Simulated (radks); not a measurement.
Values are calculated unless marked as measured or tabulated.
K+, 18 electrons, occupied as [Ne] 3s1 3p6 4s1 (not the ground configuration).

Code: a radial shooting solver on a logarithmic mesh with Libxc functionals. Model: scalar-relativistic Kohn-Sham, PW91, spin-polarised, spherical densities, finite nucleus; open shells are filled with parallel spins first; Fermi nuclear charge, rms radius 3.4349 fm.

Energy parts (eV):
| part | energy |
|---|---|
| total | -16347.865 |
| kinetic | 16446.156 |
| electron-nucleus | -38656.476 |
| Hartree | 6762.296 |
| exchange-correlation | -899.841 |

Orbitals (lengths in bohr, moments of r in powers of bohr; r(max) is where P^2 peaks; r(90%) holds 90 % of the orbital's charge):
orbital  occ.  eigenvalue (eV)      <r^4>     <r^2>   r(max)  r(90%)
1s up       1        -3540.307  0.0002013  0.008836  0.05301   0.145
1s down     1        -3539.930  0.0002013  0.008837  0.05302   0.145
2s up       1        -369.9551    0.05656    0.1781   0.3180   0.604
2s down     1        -369.5661    0.05640    0.1780   0.3181   0.604
2p up       3        -296.8419    0.04862    0.1522   0.2624   0.579
2p down     3        -296.4475    0.04842    0.1520   0.2625   0.579
3s up       1         -49.6989      4.941     1.747    1.062    1.84
3s down     0         -48.1439      5.056     1.764    1.065    1.85
3p up       3         -32.5721      8.137     2.157    1.125    2.08
3p down     3         -31.1341      8.418     2.190    1.131    2.10
4s up       1          -9.0999      361.8     15.40    3.266    5.40
3d up       0          -9.0327      65.91     5.273    1.342    3.49
3d down     0          -7.8617      63.13     5.280    1.374    3.49
4p up       0          -6.1707      799.5     22.78    3.882    6.64

The highest occupied level is 4s up at -9.100 eV. The configuration is held as typed, so some empty levels lie below it. The electron density at the nucleus is 5194 e/bohr^3 (large components only).
